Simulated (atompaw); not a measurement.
# zinc: one change to a PAW (atompaw) potential, before and after

* Element: Zn
* Generator: atompaw 4.2.0.5
* Type: PAW
* Functional: PBEsol
* Relativity: scalar-relativistic
* Frozen core: [Ar]
* Valence charge: 12
* Reference configuration: 3d10 4s2 4p0
* Partial waves: 4s (bound): rc 2.15 bohr; 4s channel at 0.5 Ry: rc 3.00 bohr; 4p (bound, empty): rc 3.00 bohr; 4p channel at 2.1 Ry: rc 3.00 bohr; 3d (bound): rc 1.55 bohr; 3d channel at -0.05 Ry: rc 1.55 bohr
* Local potential: bessel scheme, radius 2.35 bohr
* Core correction: smooth core density matched at 2.90 bohr
* Augmentation charge: sinc compensation charge, radius 2.95 bohr; PAW radius 3.00 bohr; waves and projectors: custom polynom gramschmidtortho

All-electron outer shells of the reference configuration (PBEsol, scalar-relativistic, ld1.x):

| shell | level (eV) | outermost node (bohr) | outermost maximum (bohr) |
| --- | --- | --- | --- |
| 3s | -128.92 | 0.28 | 0.59 |
| 3p | -83.26 | 0.25 | 0.59 |
| 3d | -10.17 | – | 0.56 |
| 4s | -6.00 | 0.85 | 2.09 |
| 4p | -1.07 | 0.92 | 3.04 |

Change: local potential bessel scheme, radius 2.86 bohr.

Cutoffs: the cutoffs (Ry, on a coarse ladder) from which the occupation-weighted sum of valence levels, in a spherical-Bessel basis at the reference potential, stays within 10 and 1 mRy of its value at 400 Ry; they do not see the model core or the augmentation charge, which bear on the density cutoff.

What does the change do?

The potential gets neither clearly harder nor softer (60 Ry and 100 Ry → 60 Ry and 100 Ry); the range in which the s phases agree narrows (upper end at the end of the scan → 2.4); neither file shows a bound ghost.

| quantity | base | changed |
| --- | --- | --- |
| cutoff, loose | 60 Ry | 60 Ry |
| cutoff, tight | 100 Ry | 100 Ry |
| bound ghosts | none | none |
| s: phases at 3.02 bohr within 0.05 rad from the reference energy up to (Ry; the scan ends near 5) | to the end of the scan | 2.4 |
| p: phases at 3.02 bohr within 0.05 rad from the reference energy up to (Ry; the scan ends near 5) | to the end of the scan | to the end of the scan |
| d: phases at 3.02 bohr within 0.05 rad from the reference energy up to (Ry; the scan ends near 5) | 4.0 | 3.6 |
| lowest overlap eigenvalue by channel | s 0.03, p 0.79, d 0.99 | s 0.03, p 0.79, d 1.00 |

 The cutoffs see the waves, projectors and local potential, not the compensation charge or the core.
